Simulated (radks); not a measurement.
The numbers below are computed, except where a source is named.
Ionisation of Ge, [Ar] 3d10 4s2 4p2, to Ge+, [Ar] 3d10 4s2 4p1, under several functionals. Dirac Kohn-Sham, spin-unpolarised, spherical densities, finite nucleus; open shells fill j = l - 1/2 first; a radial shooting solver on a logarithmic mesh with Libxc functionals.

functional         E(Ge) (hartree)  Exc (hartree)  IE (eV)  -e(HOMO) (eV)  <r> HOMO (bohr)  IE error (eV)
OLYP                   -2099.82322      -80.55650    7.316          3.746            2.897         -0.584
exchange-only LDA      -2093.14211      -73.68270    6.668          3.139            2.940         -1.231
Wu-Cohen GGA           -2098.44228      -79.08975    7.552          3.946            2.844         -0.347
SOGGA                  -2097.15302      -77.77479    7.444          3.862            2.860         -0.456

NIST Atomic Spectra Database: 7.899 eV (measured). Closest: Wu-Cohen GGA. The Delta-SCF values span 0.88 eV, the total energies 6.68 hartree. The highest occupied level is 4p1/2. Spin polarisation and multiplet splitting are left out, so open shells lie too high by an amount that depends on their filling.

Beside tabulated values, note that spin-unpolarised runs miss the spin-polarisation part of the exchange energy of open shells.
